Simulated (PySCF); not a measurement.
**How methods differ on the ionisation energy of Rh(34+)**

Rh(34+) [Ne] 3s1 (2S) → Rh(35+) [Ne] (1S), as a difference of total energies. All numbers are calculated (PySCF 2.14, the spin-free X2C one-electron Hamiltonian (Gaussian nucleus), in an uncontracted even-tempered set (18 s from 5.3 bohr⁻², ratio 2.5; 12 p from 6.9 bohr⁻², ratio 2.5; 4 d from 26 bohr⁻², ratio 2.7; 4 f from 39 bohr⁻², ratio 2.7)). Correlated levels: outer shells: 1s2 frozen; virtual orbitals above 40 to 60 times the deepest correlated orbital energy dropped. The calculations carry no spin-orbit coupling.

| method | ionisation energy (eV) |
| --- | --- |
| UHF | 2128.4 |
| MP2 (outer shells) | 2129.1 |
| SCS-MP2 (outer shells) | 2129.0 |
| CCSD (outer shells) | 2129.1 |
| CCSD(T) (outer shells) | 2129.1 |

Breit and QED terms and the two-electron picture change are absent.

For comparison: 2129.22 ± 0.07 eV (semi-empirical (NIST evaluation); NIST Atomic Spectra Database, ionization energies).
